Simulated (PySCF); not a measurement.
**Field gradients at the hydrogen positions**

Compound: C4H15BN2.
Atom-mapped SMILES: `[BH3-:1][N+:2]([CH3:3])([CH3:4])[CH2:5][CH2:6][NH2:7]` (hydrogens: H8, H9, H10 on B1; H11, H12, H13 on C3; H14, H15, H16 on C4; H17, H18 on C5; H19, H20 on C6; H21, H22 on N7)

Structure used (PBE0-D3(BJ)/def2-SVP), in Å, numbered top down from 1:
```xyz
22
C4H15BN2 angstrom
B     -2.0140   -1.0207    0.5285
N     -0.7467   -0.0530    0.1409
C     -0.9016    0.3906   -1.2532
C     -0.7679    1.1215    1.0363
C      0.4899   -0.8601    0.3216
C      1.7712   -0.3587   -0.3237
N      2.1829    0.9546    0.1283
H     -2.0097   -1.9257   -0.3007
H     -3.0126   -0.3129    0.4589
H     -1.7942   -1.4214    1.6673
H     -0.1349    1.1346   -1.5158
H     -1.9012    0.8295   -1.3615
H     -0.8352   -0.4803   -1.9174
H     -1.7229    1.6422    0.8959
H     -0.7248    0.7664    2.0737
H      0.0807    1.7825    0.8157
H      0.6179   -0.9892    1.4066
H      0.2613   -1.8570   -0.0824
H      2.5210   -1.1596   -0.1488
H      1.6380   -0.3198   -1.4170
H      3.0098    1.2667   -0.3753
H      2.4353    0.9334    1.1153
```

Level: PBE0/pcSseg-1 (PySCF, non-relativistic); Q(2H) = 0.00286 b; rigid geometry, the same for H and D, with no vibrational averaging.

Question: Rank these positions by the coupling χzz of a deuteron there, largest first.
A. H11 (methyl hydrogen)
B. H19 (methylene hydrogen)
C. H15 (methyl hydrogen)
D. H22 (N–H hydrogen)
E. H10 (B–H hydrogen)
F. H16 (methyl hydrogen)

Answer: D (259 kHz), C (194 kHz), A (190 kHz), F (186 kHz), B (179 kHz), E (129 kHz).

Q: Tabulate Vzz, the asymmetry η and χzz = 234.96 MHz × Q × Vzz for every hydrogen position.

A: 
```csv
atom,bonded to,bond length (Å),Vzz (au),η,χzz (kHz)
H8,B1,1.227,0.1910,0.12,128
H9,B1,1.226,0.1925,0.12,129
H10,B1,1.227,0.1918,0.12,129
H11,C3,1.100,0.2823,0.05,190
H12,C3,1.097,0.2882,0.07,194
H13,C3,1.097,0.2895,0.07,195
H14,C4,1.097,0.2898,0.08,195
H15,C4,1.097,0.2894,0.08,194
H16,C4,1.098,0.2761,0.05,186
H17,C5,1.100,0.2820,0.08,189
H18,C5,1.100,0.2786,0.06,187
H19,C6,1.111,0.2671,0.05,179
H20,C6,1.102,0.2796,0.05,188
H21,N7,1.017,0.3913,0.16,263
H22,N7,1.019,0.3857,0.16,259
```

Q: Average by the element that carries the hydrogen.

A: on B: 129 kHz over 3 positions, mean bond length 1.227 Å; on C: 190 kHz over 10 positions, mean bond length 1.100 Å; on N: 261 kHz over 2 positions, mean bond length 1.018 Å.

Q: How does χzz go with the bond length over the 10 C–H bonds?

A: A straight-line fit has a slope of -9.9 kHz for each 0.01 Å, with a correlation coefficient of -0.85, over lengths from 1.097 to 1.111 Å. The longer bonds have the smaller couplings here.

Geometry: PBE0-D3(BJ)/def2-SVP, one conformer, isolated molecule. A larger basis could move these couplings by a tenth or more.
